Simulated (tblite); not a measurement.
C₄H₁₁PSSe.
Bonds: C1–S2, S2–C3, C3–P4, P4–C5, P4–C6, P4–Se7 (double). Hydrogens: H8, H9, H10 on C1; H11, H12 on C3; H13, H14, H15 on C5; H16, H17, H18 on C6.

Computed with GFN2-xTB (tblite), gas phase: L-BFGS steps from a force-field or distance-geometry start until the largest atomic force falls under 0.01 eV/Å.

Geometry at step 150:
```
atom  x, y, z in Å
C1      2.9774   -0.1525    0.3718
S2      1.8034   -0.9697   -0.7354
C3      0.5475    0.3509   -0.8718
P4     -0.7651    0.1237    0.4140
C5     -1.4239   -1.5409    0.0379
C6     -2.0902    1.2792   -0.1075
Se7    -0.1532    0.4234    2.3936
H8      3.3398    0.7440   -0.1236
H9      2.5098    0.0774    1.3243
H10     3.7912   -0.8540    0.5241
H11     1.0499    1.3126   -0.7581
H12     0.0893    0.2768   -1.8590
H13    -0.7804   -2.2824    0.5090
H14    -2.4224   -1.6232    0.4649
H15    -1.4601   -1.6955   -1.0387
H16    -2.5065    1.0002   -1.0703
H17    -1.6636    2.2800   -0.1537
H18    -2.8516    1.2563    0.6668
```

Task: What forces act on the atoms?

Result: 
```
atom  Fx (eV/Å)  Fy (eV/Å)  Fz (eV/Å)
  C1      0.062     -0.028     -0.016
  S2     -0.125      0.023     -0.047
  C3      0.026     -0.042      0.018
  P4      0.049     -0.021     -0.022
  C5     -0.010      0.023      0.057
  C6      0.184     -0.013      0.020
 Se7     -0.028      0.002      0.031
  H8      0.054      0.027      0.069
  H9     -0.052      0.005     -0.042
 H10      0.016      0.005     -0.013
 H11     -0.061     -0.006      0.008
 H12      0.066      0.003     -0.020
 H13      0.032     -0.003     -0.057
 H14     -0.008      0.013      0.027
 H15      0.003     -0.057      0.020
 H16     -0.050     -0.001     -0.041
 H17     -0.050      0.042      0.002
 H18     -0.106      0.028      0.005
```

The largest, 0.19 eV/Å, acts on C6; the rms over all components is 0.047 eV/Å. The forces sum to zero within rounding, as they must for an isolated molecule in no field.

Task: Give the force on C6 in Eh/bohr and in nN.

Result: 0.186 eV/Å ÷ 51.422 = 0.00361 Eh/bohr, and 0.186 eV/Å × 1.602 = 0.30 nN.

Task: How far is this geometry from the end of the optimisation?

Result: 0.043 eV above it, and 0.467 Å rms away after alignment. The bonds farthest from their final lengths, with half the difference of the two atoms' forces along the bond (positive lengthens):

```tsv
bond	now (Å)	final (Å)	force along bond (eV/Å)
S2–C3	1.828	1.816	-0.08
C3–P4	1.851	1.857	-0.02
P4=Se7	2.094	2.097	+0.02
C6–H18	1.086	1.089	+0.10
C6–H16	1.085	1.088	+0.07
C1–S2	1.809	1.811	+0.06
```

The angle farthest from its final value is S2–C3–P4, 110.3° against 113.3°.
